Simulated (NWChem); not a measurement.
Species: Si2NH6OCl; SMILES [SiH3]O[Si@H](Cl)N

```xyz
11

N     -1.7609     0.6445     0.6328
Si    -0.5130     0.5910    -0.5362
Cl     0.9580     1.8472     0.1964
O      0.0593    -0.9447    -0.7023
Si     0.4536    -2.2395     0.2725
H     -2.6511     0.1806     0.4947
H     -1.8205     1.4089     1.2942
H     -0.8529     1.0380    -1.9065
H      1.4061    -3.1035    -0.4787
H     -0.7740    -3.0257     0.5960
H      1.0890    -1.7749     1.5409
```
Atoms are numbered in this order, from 1.

All runs: NWChem. All runs use the structure optimised with PBE0/def2-SVP. B3LYP is NWChem's, with the RPA form of VWN correlation. Total energies of different functionals are on different scales.

```
level                energy (Ha)  highest occupied level (eV)  orbital gap (eV)  dipole (D)  relative time
-------------------  -----------  ---------------------------  ----------------  ----------  -------------
PBE/def2-TZVP         -1172.3895                        -6.53              5.82        2.26              1
B3LYP/def2-TZVP       -1173.1004                        -7.74              7.67        2.29              1
TPSSh/def2-TZVP       -1173.0929                        -7.20              7.05        2.30              1
CAM-B3LYP/def2-TZVP   -1173.0221                        -9.46             10.56        2.32              9
PBE0/def2-TZVP        -1172.4935                        -8.00              8.16        2.31              1
```

Times are rough ratios from one shared machine.
